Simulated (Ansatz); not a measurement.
`CC1=C(F)[SiH2]1` + HCl → `FC1=C(Cl)[SiH2]1` + CH₄  (substitution at a C–C bond)

Calculated with Ansatz (gas phase, PBE0-D4/def2-TZVP geometries, no zero-point term in ΔE). CCSD(T)/CBS adds triple-zeta CCSD(T) − MP2 to the extrapolated MP2 energy (def2 sets, frozen cores). This one scheme is used for every species. Functionals use def2-TZVPP. B3LYP here is the variant with VWN-RPA as its local correlation; programs differ in this.

```
             level  ΔE (kJ/mol)
            B2PLYP         25.7
             B3LYP         23.9
    MP2/def2-QZVPP         28.6
SCS-MP2/def2-QZVPP         28.7
```

(1) What does CCSD(T)/CBS give? (Best estimate.)

Largest T1 diagnostic among the species: 0.013.

Results:

(1) Ansatz gave: +31.0 kJ/mol. The listed levels differ from it by -5.3, -7.1, -2.4, -2.3 kJ/mol.

From PBE to PBE0 (25 % exact exchange), in def2-TZVPP and without D4, ΔE moves by +6.4 kJ/mol. In def2-TZVPP, CCSD(T) changes the Hartree–Fock value by −3.8 kJ/mol (the triples alone add −2.7 kJ/mol) and MP2 by −6.5 kJ/mol.
